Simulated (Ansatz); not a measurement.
Molecule: C2H8AlNO2, net charge 0, singlet state. SMILES: C[O][Al]([NH2])[O]C
Structure (B3LYP-D3(BJ)/def2-TZVP (Ansatz, a first-principles code) minimum search):
```xyz
14

C      1.8742    -1.3869     0.7926
O      1.4681    -0.1667     0.2333
Al     0.0415     0.5783    -0.2683
N      0.1560     2.1708    -1.0073
O     -1.4880    -0.1110    -0.1045
C     -2.0649    -1.2679     0.4393
H      2.7642    -1.7547     0.2737
H      2.1288    -1.2586     1.8496
H      1.1002    -2.1597     0.7223
H     -0.6321     2.7058    -1.3322
H      1.0181     2.6667    -1.1608
H     -2.3600    -1.9597    -0.3562
H     -2.9624    -1.0033     1.0061
H     -1.3847    -1.7991     1.1147
```

Parts of the frozen-core correlation energy in cc-pV(T+d)Z (Ansatz, hartree). Frozen orbitals: 10; correlated occupied orbitals by spin: 18 and 18; virtual: 273 and 273. Spin-orbit coupling is left out. Non-relativistic.

```csv
term,value
reference (HF),-526.74517
MP2 opposite-spin,?
MP2 same-spin,-0.26502
CCSD correlation,?
(T),?
T1 diagnostic,0.011
largest doubles amplitude,0.020
```

### Question
Fill in the missing entries.

### Answer

- MP2 opposite-spin, value: -0.85003
- CCSD correlation, value: -1.15264
- (T), value: -0.04208
